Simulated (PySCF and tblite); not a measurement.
Values are calculated unless marked as measured or tabulated.
Stationary points of CH$_{4}$BBrO$_{2}$ at B3LYP-D3(BJ)/def2-SVP, in Å:

Structure A

```
 1 C    -1.350   -0.264    0.314
 2 O    -0.084   -0.697   -0.133
 3 B     0.934    0.032   -0.604
 4 O     2.075   -0.588   -0.974
 5 Br    0.818    1.999   -0.774
 6 H    -1.473    0.825    0.213
 7 H    -2.130   -0.772   -0.276
 8 H    -1.474   -0.545    1.372
 9 H     2.751    0.017   -1.302
```

Structure B

```
 1 C    -1.328   -0.280    0.502
 2 O    -0.005   -0.608    0.126
 3 B     0.998    0.207   -0.230
 4 O     2.233   -0.287   -0.500
 5 Br    0.720    2.157   -0.310
 6 H    -1.538    0.792    0.372
 7 H    -2.024   -0.869   -0.115
 8 H    -1.478   -0.554    1.558
 9 H     2.424   -0.557   -1.404
```

Structure C

```
 1 C    -1.260   -0.307    0.247
 2 O     0.043   -0.541   -0.250
 3 B     0.970    0.366   -0.618
 4 O     2.178   -0.029   -1.076
 5 Br    0.655    2.289   -0.521
 6 H    -1.486    0.768    0.305
 7 H    -1.990   -0.796   -0.417
 8 H    -1.347   -0.750    1.251
 9 H     2.252   -0.994   -1.093
```

Geometries: B3LYP-D3(BJ)/def2-SVP; energies: PBE/pcSseg-1 + D3(BJ); zero-point and thermal terms from GFN2-xTB harmonic modes (soft modes blended into free rotors).

Task: Which structure is a saddle point, and along which motion?

Result: B: one imaginary mode (571i cm⁻¹ at GFN2-xTB, mostly on H9, O4), along the rotation about the B3–O4 bond (torsion O2–B3–O4–H from 0° to 180°, rising).

Task: Give their symmetry and energies above the lowest.

Result: A Cs, 0.1 kcal/mol; B C1, 8.4 kcal/mol; C Cs, 0.0 kcal/mol.

Spin–orbit effects of heavy atoms on shieldings are missing.
